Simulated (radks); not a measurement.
Results of a calculation; reference values are marked as such.
Dipole-allowed excitations along the series with 12 electrons in [Ne] 3s2. Level of theory: non-relativistic Kohn-Sham, LB94 model potential, spin-unpolarised, spherical densities, point nucleus (a radial shooting solver on a logarithmic mesh with Libxc functionals). Time-dependent linear response with the Hartree and adiabatic LDA kernel, continuum included through the Sternheimer equations. Lines are the poles of the dipole polarisability below minus the highest occupied eigenvalue, found on a grid refined at the orbital gaps; the lowest seven at most are given, and weak or close lines can be missed. The first line takes the name of the lowest orbital gap if no other gap lies below it; otherwise a line is named after a gap within 0.6 % of it, if that gap stands alone.

species  -e(HOMO) (eV)  lowest orbital gap (eV)  first line (eV)      f  strongest line (eV)  its f  static alpha (bohr^3)
Ga19+           758.93             3s-3p 42.151   53.115 (3s-3p)  0.571            the first  0.571                 0.1564
Ge20+           828.93             3s-3p 44.131   55.567 (3s-3p)  0.551       405.97 (3s-4p)  0.573                 0.1377
As21+           901.96             3s-3p 46.111   58.019 (3s-3p)  0.532       439.91 (3s-4p)  0.586                 0.1219
Se22+           978.02             3s-3p 48.091   60.466 (3s-3p)  0.514       475.18 (3s-4p)  0.598                 0.1084
Br23+           1057.1             3s-3p 50.070   62.916 (3s-3p)  0.498       511.77 (3s-4p)  0.609                0.09685
Kr24+           1139.2             3s-3p 52.049   65.364 (3s-3p)  0.482       549.68 (3s-4p)  0.619                0.08688
